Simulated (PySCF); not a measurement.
PySCF 2.14 output of an unrestricted PBE0 calculation on a single atom or ion in dyall-av2z (22s15p11d2f, 136 functions), with no relativity, point nucleus:

```
SCF conv_tol = 1e-09
number electrons alpha = 21  beta = 19
    C. Adamo and V. Barone.,  J. Chem. Phys. 110, 6158 (1999)
    M. Ernzerhof and G. E. Scuseria.,  J. Chem. Phys. 110, 5029 (1999)
cycle= 1 E= -3540.59753027968  delta_E= -0.0159  |g|= 0.0251  |ddm|= 0.392
cycle= 2 E= -3540.59778055964  delta_E= -0.00025  |g|= 0.0118  |ddm|= 0.0533
cycle= 3 E= -3540.59783439013  delta_E= -5.38e-05  |g|= 0.00596  |ddm|= 0.0379
cycle= 4 E= -3540.59783964864  delta_E= -5.26e-06  |g|= 0.000886  |ddm|= 0.0046
cycle= 5 E= -3540.59784006224  delta_E= -4.14e-07  |g|= 0.000168  |ddm|= 0.00362
cycle= 6 E= -3540.59784009428  delta_E= -3.2e-08  |g|= 9.49e-06  |ddm|= 0.00144
cycle= 7 E= -3540.59784009444  delta_E= -1.56e-10  |g|= 8.98e-07  |ddm|= 0.0001
converged SCF energy = -3540.59784009444  <S^2> = 2.0042935  2S+1 = 3.0028609
```

The run itself started from symmetry-adapted Hartree-Fock orbitals and held the occupation by maximum overlap, on a logarithmic radial grid, so the iterations belong to that start.

Question: Which element, charge and spin multiplicity is this?

Answer: Zr (zirconium, neutral), multiplicity 3; the state was [Kr] 4d2 5s2, high-spin 3F determinant.

A non-relativistic calculation at this Z misses sizeable relativistic shifts.
